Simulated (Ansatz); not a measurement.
Ansatz (a first-principles code) input (PBE/6-31G*):

Ansatz 0.2 input:
```yaml
crystal:
  periodic: [false, false, false]
  atoms:
    - {symbol: C, position_ang: [-2.32237400, -0.00011600, 1.56336000]}
    - {symbol: Si, position_ang: [-1.35052200, -0.50960300, 0.05908900]}
    - {symbol: C, position_ang: [-2.11059100, 0.14290300, -1.52075800]}
    - {symbol: O, position_ang: [0.18092400, 0.08788900, 0.27091600]}
    - {symbol: C, position_ang: [1.25398300, -0.18605400, -0.62994700]}
    - {symbol: Si, position_ang: [2.85338400, 0.47015200, 0.13672400]}
    - {symbol: H, position_ang: [-3.34312800, -0.38618400, 1.51420000]}
    - {symbol: H, position_ang: [-1.85910700, -0.38144000, 2.47480800]}
    - {symbol: H, position_ang: [-2.37534000, 1.08791200, 1.63970300]}
    - {symbol: H, position_ang: [-1.26520700, -1.99392900, -0.03869800]}
    - {symbol: H, position_ang: [-1.52490200, -0.14315700, -2.39699400]}
    - {symbol: H, position_ang: [-3.11850300, -0.25772800, -1.65501600]}
    - {symbol: H, position_ang: [-2.18088700, 1.23284000, -1.50128100]}
    - {symbol: H, position_ang: [1.34132600, -1.26409200, -0.81842700]}
    - {symbol: H, position_ang: [1.07777600, 0.29143500, -1.60175600]}
    - {symbol: H, position_ang: [2.74173600, 1.92893000, 0.36385100]}
    - {symbol: H, position_ang: [3.11060100, -0.21088600, 1.42585700]}
    - {symbol: H, position_ang: [3.98207300, 0.20510400, -0.79089500]}
basis:
  gaussian:
    orbitals: 6-31G*
hamiltonian:
  xc: {name: PBE}
relax: {f_tol: 0.003, max_steps: 120}
```

From the output:

```
the calculation of the forces begins
reference -21093.68681800 eV, -775.1786927471 hartree; 33, 33 occupied and 89, 89 virtual orbitals, 1584 factors
relax step   8: F+E_penalty+E_count = -21093.68677670 eV  Δ(F+E_penalty+E_count) = -2.734e-5 eV  max|allowed force component| = 5.520e-3 eV/Å  Δτ_max = 0.0127 Å  (29 SCF iters, accepted)
these checks for a lower state are left out or cut short: starts, cluster_reference, orbital_swaps, neighbouring_geometries, increment
integrals: 0.08 GiB planned
1584 factors; their error is unknown
mean field: 0.43 GiB planned
mean field -21093.68678389 eV, -775.1786914936 hartree, gradient 2.1e-5 eV, S^2 0.000000; 0 other end points of the search recorded, 0 dependent functions left out
the calculation of the forces begins
reference -21093.68682519 eV, -775.1786930114 hartree; 33, 33 occupied and 89, 89 virtual orbitals, 1584 factors
relax step   9: F+E_penalty+E_count = -21093.68678389 eV  Δ(F+E_penalty+E_count) = -7.192e-6 eV  max|allowed force component| = 3.257e-3 eV/Å  Δτ_max = 0.0064 Å  (21 SCF iters, accepted)
these checks for a lower state are left out or cut short: starts, cluster_reference, orbital_swaps, neighbouring_geometries, increment
integrals: 0.08 GiB planned
1584 factors; their error is unknown
mean field: 0.43 GiB planned
mean field -21093.68679117 eV, -775.1786917612 hartree, gradient 1.6e-5 eV, S^2 0.000000; 0 other end points of the search recorded, 0 dependent functions left out
the calculation of the forces begins
reference -21093.68683248 eV, -775.1786932791 hartree; 33, 33 occupied and 89, 89 virtual orbitals, 1584 factors
relax step  10: F+E_penalty+E_count = -21093.68679117 eV  Δ(F+E_penalty+E_count) = -7.281e-6 eV  max|allowed force component| = 1.205e-3 eV/Å  Δτ_max = 0.0050 Å  (22 SCF iters, accepted)
these checks for a lower state are left out or cut short: starts, cluster_reference, orbital_swaps, neighbouring_geometries, increment
integrals: 0.08 GiB planned
1584 factors; their error is unknown
mean field: 0.43 GiB planned
mean field -21093.68679633 eV, -775.1786919508 hartree, gradient 1.7e-5 eV, S^2 0.000000; 0 other end points of the search recorded, 0 dependent functions left out
the calculation of the forces begins
reference -21093.68683764 eV, -775.1786934688 hartree; 33, 33 occupied and 89, 89 virtual orbitals, 1584 factors
relax step  11: F+E_penalty+E_count = -21093.68679633 eV  Δ(F+E_penalty+E_count) = -5.160e-6 eV  max|allowed force component| = 2.649e-3 eV/Å  Δτ_max = 0.0054 Å  (23 SCF iters, accepted)
these checks for a lower state are left out or cut short: starts, cluster_reference, orbital_swaps, neighbouring_geometries, increment
integrals: 0.08 GiB planned
1584 factors; their error is unknown
mean field: 0.43 GiB planned
mean field -21093.68679933 eV, -775.1786920611 hartree, gradient 2.0e-5 eV, S^2 0.000000; 0 other end points of the search recorded, 0 dependent functions left out
the calculation of the forces begins
reference -21093.68684064 eV, -775.1786935791 hartree; 33, 33 occupied and 89, 89 virtual orbitals, 1584 factors
relax step  12: F+E_penalty+E_count = -21093.68679933 eV  Δ(F+E_penalty+E_count) = -3.002e-6 eV  max|allowed force component| = 3.422e-3 eV/Å  Δτ_max = 0.0057 Å  (23 SCF iters, accepted)
these checks for a lower state are left out or cut short: starts, cluster_reference, orbital_swaps, neighbouring_geometries, increment
integrals: 0.08 GiB planned
1584 factors; their error is unknown
mean field: 0.43 GiB planned
mean field evaluation 96: about -21093.6868 eV, gradient 1.5e-5 eV
mean field -21093.68680157 eV, -775.1786921433 hartree, gradient 1.5e-5 eV, S^2 0.000000; 0 other end points of the search recorded, 0 dependent functions left out
the calculation of the forces begins
reference -21093.68684288 eV, -775.1786936614 hartree; 33, 33 occupied and 89, 89 virtual orbitals, 1584 factors
relax step  13: F+E_penalty+E_count = -21093.68680157 eV  Δ(F+E_penalty+E_count) = -2.236e-6 eV  max|allowed force component| = 2.022e-3 eV/Å  Δτ_max = 0.0038 Å  (23 SCF iters, accepted)
integrals: 0.08 GiB planned
1584 factors; their error is unknown
mean field: 0.43 GiB planned
mean field -21093.68680157 eV, -775.1786921433 hartree, gradient 1.5e-5 eV, S^2 0.000000; 1 other end points of the search recorded, 0 dependent functions left out
the calculation of the forces begins
reference -21093.68684288 eV, -775.1786936614 hartree; 33, 33 occupied and 89, 89 virtual orbitals, 1584 factors
Total energy: -21093.68684288 eV, -775.1786936614 hartree
Atom 0 at    -2.358792    -0.017608     1.571251 Å, force     0.000187    -0.000077     0.000132 eV/Å
Atom 1 at    -1.353509    -0.500642     0.057142 Å, force     0.000178     0.000221    -0.000702 eV/Å
Atom 2 at    -2.124429     0.167734    -1.533426 Å, force    -0.000026    -0.000091     0.000656 eV/Å
Atom 3 at     0.197402     0.123997     0.314016 Å, force    -0.002022     0.000106     0.001087 eV/Å
Atom 4 at     1.255036    -0.200052    -0.600349 Å, force     0.001078     0.000010    -0.001528 eV/Å
Atom 5 at     2.893811     0.472702     0.118144 Å, force     0.000433    -0.000775     0.000239 eV/Å
Atom 6 at    -3.384401    -0.420678     1.506090 Å, force     0.000348    -0.000044    -0.000163 eV/Å
Atom 7 at    -1.896903    -0.407032     2.493524 Å, force    -0.000274     0.000067     0.000031 eV/Å
Atom 8 at    -2.430181     1.079492     1.663481 Å, force     0.000039    -0.000193    -0.000054 eV/Å
Atom 9 at    -1.247636    -2.004440    -0.054987 Å, force     0.000187    -0.000168     0.000565 eV/Å
Atom 10 at    -1.512122    -0.064419    -2.421696 Å, force     0.000232    -0.000127    -0.000312 eV/Å
Atom 11 at    -3.121073    -0.280619    -1.694322 Å, force     0.000083     0.000213    -0.000128 eV/Å
Atom 12 at    -2.249990     1.263160    -1.484543 Å, force     0.000041     0.000370    -0.000115 eV/Å
Atom 13 at     1.336201    -1.297803    -0.753699 Å, force     0.000232     0.000308     0.000462 eV/Å
Atom 14 at     1.074711     0.246086    -1.601406 Å, force    -0.000139    -0.000024     0.000269 eV/Å
Atom 15 at     2.812505     1.959512     0.293149 Å, force    -0.000248    -0.000193     0.000054 eV/Å
Atom 16 at     3.177525    -0.161372     1.446598 Å, force    -0.000099     0.000297     0.000108 eV/Å
Atom 17 at     4.023086     0.155957    -0.824231 Å, force    -0.000230     0.000100    -0.000601 eV/Å
Dipole moment:    -0.228587    -0.048204    -0.212185 e Å
```

The geometry given is a B3LYP-D3(BJ)/def2-TZVP minimum.
